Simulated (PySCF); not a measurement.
**Static response to an electric field**

Compound: CF3CHF2, C2HF5.
Structure used (GFN2-xTB), in Å, numbered top down from 1:
```
atom  x, y, z in Å
F1     1.1038   -1.1999    0.6685
C2     0.7824   -0.1193   -0.0574
F3     1.4224    0.9363    0.4660
C4    -0.7485    0.1130    0.0020
F5    -1.1941    0.2977    1.2363
F6    -1.0779    1.1838   -0.7228
F7    -1.3891   -0.9355   -0.5183
H8     1.1100   -0.2667   -1.0988
```

Level: B3LYP/def2-SVPD (PySCF), static field, nuclei fixed, core orbitals frozen in the response. The polarisability tensor in these axes (au):

```
x   31.86  0.02  0.47
y    0.02 31.70 -0.17
z    0.47 -0.17 30.70
```

What are the eigenvalues, a third of the trace, and Δα (Δα² = ½Σ(αi − αj)² over the three pairs)?

Principal values 30.51, 31.72 and 32.03 au; mean 31.42 au = 4.66 Å³ = 5.18 × 10⁻⁴⁰ C²·m²/J; Δα = 1.40 au (4 % of the mean).

What is the dipole moment, and where does it point?

(0.64, -0.22, -1.39) D, 1.54 D in size, pointing from the negative to the positive side. Measured along this direction, the outermost atoms are F5 at the negative end and H8 at the positive end.

In a dilute gas of rigid molecules at 250 K, how does the orientational term μ²/3kT compare with the electronic polarisability?

In Gaussian units μ²/3kT = 23.02 Å³ against 4.66 Å³, a ratio of 4.94; the Debye molar polarisation (4π/3)N_A(α + μ²/3kT) is 69.8 cm³/mol, leaving out the vibrational part.

Form Σ f/ω² (atomic units) for the 8 lowest TDDFT singlets, given as eV and f, and set it beside the mean polarisability, which is this sum over all singlets: 9.64, 0.0357; 9.95, 0.0010; 10.55, 0.0049; 10.90, 0.0385; 11.25, 0.0098; 11.45, 0.0067; 11.45, 0.0009; 11.64, 0.0129.

They add up to 0.74 au, 2.3 % of the 31.42 au; the largest single term is 0.28 au, from the state at 9.64 eV. Terms in order: 0.28, 0.01, 0.03, 0.24, 0.06, 0.04, 0.00, 0.07 au. Higher excitations give the rest. The strengths listed sum to 0.110.

Estimate the molar refractivity from the static electronic polarisability.

Lorentz–Lorenz: R = (4π/3)N_A α = 2.5225 cm³/(mol·Å³) × 4.66 Å³ = 11.7 cm³/mol, in the limit of long wavelengths.

Isolated species at its GFN2-xTB geometry, gas phase.

These values come from a run that also computed excited states. Hardware: one thread of an Arm Neoverse V2, shared host. Cost: 18 s of wall time.
